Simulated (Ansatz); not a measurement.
The group X on NC-X is varied. Gas-phase values, no solvent. One relaxed conformer stands for each flexible species; it need not be the lowest. Strings in code marks are SMILES.

Quantity: vertical ionisation energy (energy after one electron is removed minus that of the parent at the parent's geometry), in eV.

Case: `COC#N`. Geometry of `COC#N` (neutral, multiplicity 1, Å):

```xyz
7

C     -0.8137     0.1969     0.2124
O      0.0956    -0.6800    -0.5121
C      1.3470    -0.4408    -0.3391
N      2.4794    -0.2532    -0.2057
H     -0.6609     1.2254    -0.1105
H     -0.6381     0.0982     1.2823
H     -1.8092    -0.1465    -0.0492
```

Question: What is the computed vertical ionisation energy (energy after one electron is removed minus that of the parent at the parent's geometry) (frozen-core MP2/cc-pVTZ // B3LYP-D3(BJ)/def2-TZVP (Ansatz, a first-principles code))?

Answer: 11.72 eV.
